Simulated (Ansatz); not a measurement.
Calculated with Ansatz (gas phase, PBE0-D4/def2-TZVP geometries, no zero-point term in ΔE). CBS: MP2 limit from def2 TZ/QZ plus the TZ coupled-cluster correction, frozen cores. This one scheme is used for every species. DFT in def2-TZVPP. B3LYP here is the variant with VWN-RPA as its local correlation; programs differ in this. HSE06 is defined as in plane-wave codes. Elements past krypton have def2 core potentials. For Ta outer-core shells are correlated without core-valence functions, which leaves a few kJ/mol of doubt a bond. Each species was taken in one conformer, which may not be the lowest.

Reaction (formal hydrolysis of a Ta–Cl bond): `[NH2][Ta]([NH2])(=[O])[Cl]` + H₂O → `[NH2][Ta]([NH2])(=[O])[OH]` + HCl

```csv
level,ΔE (kJ/mol),difference from CCSD(T)/CBS
revPBE-D4,37.0,-2.3
BLYP-D4,31.4,-7.9
r2SCAN-D4,37.0,-2.3
B97M-V,37.9,-1.4
B3LYP-D4,33.9,-5.4
HSE06-D4,40.0,0.7
CAM-B3LYP-D4,28.3,-11.0
ωB97X-V,31.5,-7.8
ωB97M-V,33.4,-5.9
PBE,35.4,-3.9
r2SCAN,36.7,-2.6
BHLYP,32.9,-6.4
MP2/def2-TZVPP,44.3,5.0
CCSD/def2-TZVPP,33.1,-6.2
CCSD(T)/def2-TZVPP,35.6,-3.7
MP2/CBS(def2),48.0,8.7
CCSD(T)/CBS,39.3,0
```

Largest T1 diagnostic among the species: 0.020.

From BLYP to BHLYP (50 % exact exchange), in def2-TZVPP and without D4, ΔE moves by +3.8 kJ/mol. At CCSD(T), def2-SVP lies −11.7 kJ/mol from the extrapolated value and def2-TZVPP −3.7 kJ/mol.
